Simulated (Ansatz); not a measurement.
The pair A = F2H2Si (SMILES F[SiH2]F) (first 5 atoms), B = HF (SMILES F); geometry from B3LYP-D3(BJ)/def2-TZVP.
(charge 0, multiplicity 1):
```tsv
atom	x (Å)	y (Å)	z (Å)
F	0.6569	0.0164	-1.4508
Si	0.0794	-0.3877	-0.0273
F	0.6496	0.6904	1.0242
H	-1.3818	-0.2644	-0.0483
H	0.6058	-1.7036	0.3495
F	-0.3567	-0.0250	3.4329
H	0.1207	0.4535	2.7934
```

Correlated levels freeze the cores. MP2 and its Hartree–Fock in aug-cc-pV(Q+d)Z are density fitted.

Programs: Ansatz (an electronic-structure program). 

Total energies (hartree), monomers frozen at their geometry in the pair:

```json
[
 {"structure": "AB", "HF/aug-cc-pV(Q+d)Z": "-589.3018922", "PBE/def2-TZVPPD": "-590.6648202", "CCSD(T)/aug-cc-pV(D+d)Z": "-589.9475639"},
 {"structure": "A in the pair's basis", "HF/aug-cc-pV(Q+d)Z": "-489.2295456", "PBE/def2-TZVPPD": "-490.2627013", "CCSD(T)/aug-cc-pV(D+d)Z": "-489.6778698"},
 {"structure": "B in the pair's basis", "HF/aug-cc-pV(Q+d)Z": "-100.0677637", "PBE/def2-TZVPPD": "-100.3967376", "CCSD(T)/aug-cc-pV(D+d)Z": "-100.2643818"},
 {"structure": "A", "HF/aug-cc-pV(Q+d)Z": "-489.2294840", "PBE/def2-TZVPPD": "-490.2626329", "CCSD(T)/aug-cc-pV(D+d)Z": "-489.6768503"},
 {"structure": "B", "HF/aug-cc-pV(Q+d)Z": "-100.0677179", "PBE/def2-TZVPPD": "-100.3966864", "CCSD(T)/aug-cc-pV(D+d)Z": "-100.2635963"}
]
```

Problem. Work out the interaction energy without and with the counterpoise correction, and the superposition error, for each level.

Solution. 
E(AB) − E(A) − E(B), times 627.509 kcal/mol, with the monomers in their own basis and then in the pair's basis:
- HF/aug-cc-pV(Q+d)Z: -2.94 uncorrected, -2.88 corrected; the monomers gain 0.07 kcal/mol from borrowed functions
- PBE/def2-TZVPPD: -3.45 uncorrected, -3.38 corrected; the monomers gain 0.08 kcal/mol from borrowed functions
- CCSD(T)/aug-cc-pV(D+d)Z: -4.47 uncorrected, -3.33 corrected; the monomers gain 1.13 kcal/mol from borrowed functions
